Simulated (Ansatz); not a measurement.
A nudged elastic band was laid between two geometries of C₂H₇BFGa (12 atoms, charge 0, multiplicity 1).

Theory: Ansatz, RKS PBE/def2-SVP.

- movable images: 5
- climbing image: yes
- spring: 5.0 eV/Å²
- optimiser: quadratic models (default)
- start path: through a guess of the saddle point
- force threshold: 0.03 eV/Å
- iteration limit: 60
- end points: relaxed

First end point:

```xyz
12
Properties=species:S:1:pos:R:3
B -1.869 0.843 -0.282
C -0.761 0.511 -1.277
Ga 0.763 0.228 0.008
C 1.372 -1.309 1.064
F 1.822 1.661 0.076
H -2.071 1.994 0.068
H -2.510 -0.048 0.254
H -0.374 1.320 -1.926
H -0.810 -0.476 -1.784
H 2.399 -1.583 0.747
H 1.412 -1.013 2.132
H 0.704 -2.185 0.953
```

Last end point:

```xyz
12
Properties=species:S:1:pos:R:3
B -1.864 0.843 -0.273
C -0.765 0.511 -1.279
Ga 0.766 0.226 -0.002
C 1.369 -1.307 1.063
F 1.835 1.653 0.049
H -2.498 -0.048 0.270
H -2.063 1.994 0.079
H -0.382 1.321 -1.930
H -0.817 -0.475 -1.785
H 2.413 -1.556 0.787
H 1.358 -1.020 2.134
H 0.724 -2.195 0.920
```

Question: What changes between the two ends?

Answer: No bond is made or broken. The dihedral H7–B1–C2–Ga3 goes from -85 to 90°.

Question: Give the energies along the band, and the barrier.

Answer: The run converged. The highest image is number 3 of 0 to 6, 38.4 kJ/mol above the ends, which have the same energy within 2 meV. A vibrational analysis at the climbing image gives one clearly imaginary mode, 357i cm⁻¹: a first-order saddle point.

| image | path coordinate (Å) | energy (kJ/mol) | dihedral H7–B1–C2–Ga3 (°) |
| --- | --- | --- | --- |
| 0 | 0.00 | 0.0 | -85 |
| 1 | 0.88 | 5.5 | -112 |
| 2 | 1.76 | 24.1 | -149 |
| 3 | 2.64 | 38.4 | 179 |
| 4 | 3.49 | 24.3 | 149 |
| 5 | 4.34 | 4.7 | 113 |
| 6 | 5.19 | 0.0 | 90 |

Question: What is the geometry of the highest image?

Answer: 
```xyz
12
Properties=species:S:1:pos:R:3
B -2.007 0.935 -0.316
C -0.723 0.487 -1.096
Ga 0.869 0.148 0.010
C 1.535 -1.368 1.074
F 1.939 1.580 0.116
H -2.054 1.051 0.900
H -3.033 1.180 -0.932
H -0.505 1.280 -1.850
H -1.006 -0.392 -1.722
H 2.501 -1.704 0.646
H 1.727 -1.031 2.112
H 0.832 -2.223 1.091
```

Question: What are the harmonic wavenumbers there?

Answer: 357i, 36, 51, 100, 134, 180, 219, 450, 502, 579, 646, 666, 713, 789, 804, 937, 1064, 1088, 1165, 1212, 1265, 1377, 1378, 2476, 2556, 2957, 2982, 3002, 3083, 3100 cm⁻¹.

Time of the run: 7.1 min on 2 threads of Arm Neoverse N1, with other jobs on the host, peak memory 0.17 GiB.
